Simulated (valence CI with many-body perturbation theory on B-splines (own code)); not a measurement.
# Hyperfine factors and g values of In43+

Calculated by relativistic CI+MBPT: four valence electrons over a frozen Dirac-Fock core [He], a basis of 11 s, 11 p, 10 d, 8 f, 5 g, 2 h functions for each j, with the one-electron correlation potential Σ1, the two-electron term Σ2, the three-electron term Σ3, Breit, model QED; selected CI, second order for the rest, scaled by the run's own slope (own B-spline code, finite nucleus).

No measured spectrum was set against this ion. As an estimate, large intervals hold to a few tenths of a per cent, small ones and those within an open d or f shell to about a per cent. Among the levels kept, up to 810 cm⁻¹ of a level comes from second order outside the variational space, and about a tenth of that is noise between levels of different J, which matters for small intervals.

A/g_I is the dipole constant over the nuclear g factor μ/I (μ in nuclear magnetons, uniformly magnetised nucleus), B/Q the quadrupole constant per barn. Both hold the static response of the core; the bare values leave it out. Large factors of s and p1/2 electrons are usually good to 5 to 10 %; those of open d and f shells near neutrality can be off by tens of per cent, and small factors of p3/2, d and f electrons come from cancelling terms and can be off by a factor of two or in sign, in half-filled shells by more. B is blank for J = 1/2, where it vanishes, and for nearly pure S terms. Energies count from the lowest level. Levels with J = 0 are left out.

Levels are named by their leading jj configuration (3d3/2^4 stands for four electrons in 3d with j = 3/2), which in mixed levels can hold well under half, so a name can repeat and another be missing. Letters in brackets count levels of one name in rising energy.

| Level | E (eV) | g | A/g_I (MHz) | A/g_I bare | B/Q (MHz/b) | B/Q bare |
| --- | --- | --- | --- | --- | --- | --- |
| (2s^2 2p1/2 2p3/2) J=1 | 212.7 | 1.487 | -71700 | -61100 | 211000 | 211000 |
| (2s^2 2p1/2 2p3/2) J=2 | 227.2 | 1.178 | 510000 | 513000 | 345000 | 346000 |
| (2s 2p1/2^2 2p3/2) J=2 | 373.4 | 1.613 | 1210000 | 1210000 | 339000 | 340000 |
| (2s 2p1/2^2 2p3/2) J=1 | 428.6 | 1.056 | -762000 | -738000 | 294000 | 295000 |
| (2s^2 2p3/2^2) J=2 | 450.6 | 1.292 | 230000 | 236000 | 74300 | 74400 |
| (2s 2p1/2 2p3/2^2) J=2 [a] | 575.0 | 1.524 | 915000 | 911000 | 208000 | 208000 |
| (2s 2p1/2 2p3/2^2) J=3 | 606.1 | 1.317 | 1110000 | 1100000 | -982 | -1000 |
| (2s 2p1/2 2p3/2^2) J=1 [a] | 650.9 | 1.285 | -294000 | -277000 | -281000 | -282000 |
| (2s 2p1/2 2p3/2^2) J=2 [b] | 661.0 | 1.086 | -2360 | 10600 | -141000 | -142000 |
| (2s 2p1/2 2p3/2^2) J=1 [b] | 665.2 | 1.383 | 1970000 | 1950000 | 120000 | 120000 |
| (2p1/2^2 2p3/2^2) J=2 | 836.7 | 1.343 | 203000 | 216000 | 65000 | 65200 |
| (2s 2p3/2^3) J=2 | 853.4 | 1.384 | 1260000 | 1250000 | -410000 | -411000 |
| (2s 2p3/2^3) J=1 | 903.9 | 1.217 | -795000 | -766000 | -131000 | -131000 |
| (2p1/2 2p3/2^3) J=1 | 1057.6 | 1.487 | -89900 | -70900 | -208000 | -209000 |
| (2p1/2 2p3/2^3) J=2 | 1073.0 | 1.127 | 513000 | 517000 | -483000 | -484000 |
| (2s^2 2p1/2 3s) J=1 | 4047.7 | 1.328 | 1330000 | 1320000 | -11200 | -11300 |
| (2s^2 2p1/2 3p1/2) J=1 | 4094.8 | 0.657 | 912000 | 906000 | -2610 | -2610 |
| (2s^2 2p1/2 3p3/2) J=1 | 4165.3 | 1.580 | 307000 | 304000 | 57200 | 57300 |
| (2s^2 2p1/2 3p3/2) J=2 | 4172.1 | 1.162 | 401000 | 400000 | 110000 | 110000 |
| (2s 2p1/2^2 3s) J=1 | 4196.0 | 2.038 | 2130000 | 2100000 | -582 | -585 |
| (2s^2 2p1/2 3d3/2) J=2 | 4213.7 | 0.755 | 383000 | 380000 | 28800 | 29100 |
| (2s^2 2p1/2 3d3/2) J=1 | 4228.5 | 0.909 | 121000 | 118000 | 8620 | 8730 |
| (2s^2 2p1/2 3d5/2) J=2 | 4241.1 | 1.282 | -197000 | -196000 | 24700 | 25000 |
| (2s^2 2p1/2 3d5/2) J=3 | 4243.9 | 1.108 | 247000 | 245000 | 11700 | 12000 |
| (2s 2p1/2^2 3p1/2) J=1 | 4246.4 | 1.381 | 1840000 | 1810000 | -6140 | -6130 |
| (2s^2 2p3/2 3s) J=2 | 4278.8 | 1.484 | 477000 | 478000 | 420000 | 421000 |
| (2s^2 2p3/2 3s) J=1 | 4283.9 | 1.144 | -20200 | -8650 | 223000 | 224000 |
| (2s 2p1/2^2 3p3/2) J=2 | 4316.7 | 1.558 | 1070000 | 1060000 | 110000 | 110000 |
| (2s 2p1/2^2 3p3/2) J=1 | 4321.1 | 1.083 | -939000 | -923000 | 58100 | 58200 |
| (2s^2 2p3/2 3p1/2) J=1 | 4337.5 | 1.445 | 194000 | 202000 | 210000 | 210000 |
| (2s^2 2p3/2 3p1/2) J=2 | 4340.1 | 1.183 | 281000 | 286000 | 400000 | 400000 |

Task: Take the isotope of mass number 113, with I = 9/2, μ = 5.5208 μN and Q = 0.761 b. What is the hyperfine structure of (2s 2p1/2 2p3/2^2) J=3?

Result: From the table A = 1360000 MHz, B = -747 MHz. Shifts from the centre of gravity in MHz: F = 3/2: -2.24e+07, F = 5/2: -1.90e+07, F = 7/2: -1.43e+07, F = 9/2: -8160000, F = 11/2: -680000, F = 13/2: 8160000, F = 15/2: 1.84e+07.
